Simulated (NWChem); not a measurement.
Molecule: CH₃FSn, singlet; SMILES [CH3][Sn][F]

Computed with NWChem. Low-valent species are run as closed-shell singlets; no triplet was tried in these runs. The geometry was optimised at PBE0/def2-SVP. def2 effective core potentials on Sn; no spin-orbit coupling. Ions are spin-unrestricted doublets at the neutral geometry; other ion states weren't tried.

Task: Estimate the computed values for LDA (Slater exchange, VWN5)/def2-SVPD. Quantities: vertical ionisation energy, ΔSCF (eV); −ε(HOMO) (eV).

Result: 
```json
{
 "vertical ionisation energy, ΔSCF (eV)": "9.05",
 "−ε(HOMO) (eV)": "5.87"
}
```
